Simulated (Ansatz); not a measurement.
Ansatz results at the PBE0-D4/def2-TZVP geometry: LUMO energy (PBE0/def2-TZVPP) -0.49 eV; size of the dipole moment (B3LYP/def2-TZVPP) 1.63 D; LUMO energy (ωB97M-V/def2-TZVPP) 1.56 eV.

Each molecule was computed in one conformer, which needn't be the lowest.

Problem. Which molecule gave them?
A. `BC(O)C(=C)N`
B. `N=C([SiH3])CI`
C. `C=C(N)B(C)O`
D. `C/N=C(\C)BO`

Solution. C. The others give `N=C([SiH3])CI`: -1.72, 1.89, 0.32; `C/N=C(\C)BO`: -1.25, 1.43, 0.87; `BC(O)C(=C)N`: -1.33, 1.82, 0.61.

B3LYP here is the variant with VWN-RPA as its local correlation; programs differ in this.
